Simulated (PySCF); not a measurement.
C3H6NO, doublet, at a GFN2-xTB geometry. Base run: TPSS/3-21G run with PySCF.

PySCF was given this input:
```python
from pyscf import gto, scf, dft

mol = gto.Mole()
mol.atom = '''
    C     1.59032029   -0.66595976    0.14431730
    N     0.22700443   -0.20733053    0.01518478
    C    -0.77581277   -1.25726267   -0.14671598
    C    -0.06607100    1.07145081    0.04435012
    O    -1.10281318    1.68342370   -0.04115406
    H     2.25099216    0.19020887    0.25891250
    H     1.69098667   -1.31572877    1.01771692
    H     1.88640267   -1.23077096   -0.74364888
    H    -1.75386421   -0.79016301   -0.23269650
    H    -0.56778087   -1.83686848   -1.04829343
    H    -0.76388112   -1.92212378    0.71923980
'''
mol.basis = '3-21g'
mol.spin = 1
mol.verbose = 3
mol.build()

mf = dft.UKS(mol)
mf.xc = 'tpss'
mf.kernel()
mf.analyze()
```

The base run was repeated with changes; each row names its change, and settings that it needs were set with it.

```tsv
change	ΔE vs base (mEh)	fitting functions	dipole (D)
base	0.000	-	3.88
auxbasis = def2-tzvp-ri	-0.372	470	3.88
auxbasis = cc-pvqz-jkfit	-0.105	836	3.88
auxbasis = default (with mf = mf.density_fit())	-0.270	487	3.88
auxbasis = def2-universal-jkfit	-0.270	487	3.88
auxbasis = cc-pvtz-ri	-0.289	585	3.88
auxbasis = def2-universal-jfit	-0.589	311	3.88
auxbasis = autoaux	-5.698	417	3.90
auxbasis = even-tempered beta=1.6	-5.320	463	3.90
auxbasis = cc-pvdz-jkfit	-0.250	488	3.88
```

A fitting set is made for a task (jfit for Coulomb, jkfit for Coulomb and exchange, ri for correlation) and for a family of orbital bases.

Open shells are given as the SCF converged; they aren't shown to be the lowest states, and a large step between rows can be another state.
